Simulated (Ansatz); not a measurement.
Ideal-gas functions of C₂H₄ClInSi, SMILES `C#[C][In]([SiH3])[Cl]` at 500 K and 1 bar, from an Ansatz frequency run at PBE0-D4/def2-TZVP.

Molar mass 206.41 g/mol, point group C1 (symmetry number 1), electronic degeneracy 1, moments of inertia 266.151, 346.393, 606.62 u Å². Harmonic wavenumbers (cm⁻¹, unscaled): 23, 60, 75, 81, 194, 244, 292, 355, 440, 456, 482, 708, 736, 843, 934, 938, 2124, 2221, 2236, 2248, 3458.

Use S(trans) = R[1.5 ln M + 2.5 ln T − 1.1517]; rotational temperatures θ = 24.2544 K / I; S(rot) = R[ln(√π/σ · √(T³/θAθBθC)) + 1.5]; for each mode x = 1.438777 ν̃/T, S = R[x/(eˣ − 1) − ln(1 − e⁻ˣ)] and H = RT x/(eˣ − 1); 1 cm⁻¹ = 0.0119627 kJ/mol; R = 8.31446 J/(mol·K).

Question: By hand: the entropy, in J/(mol·K).

Answer: Translation 186.1. Rotation: θ = 0.0911, 0.07, 0.04 K, giving 129.1. Vibration, mode by mode: 30.89, 22.93, 21.08, 20.44, 13.27, 11.42, 10.00, 8.49, 6.89, 6.63, 6.23, 3.70, 3.47, 2.73, 2.22, 2.20, 0.13, 0.10, 0.10, 0.10, 0.00, in all 173.0. Electronic 0.0. Sum 488.2 J/(mol·K).

Question: By hand: H − E and G − E in kJ/mol, counted from the electronic energy.

Answer: Zero-point energy ½ × 19148 × 0.0119627 = 114.5; thermal vibration 37.5; translation, rotation and pV give 4 RT = 16.6. H − E = 168.6 kJ/mol, and G − E = 168.6 − 500 × 488.2/1000 = -75.5 kJ/mol.

Vibration gives 35 % of the entropy, 95.3 J/(mol·K) of it from the modes under 150 cm⁻¹: soft modes count most, and the harmonic formula is weakest for them. The sum counts one conformer and one mirror image; others add a mixing term.
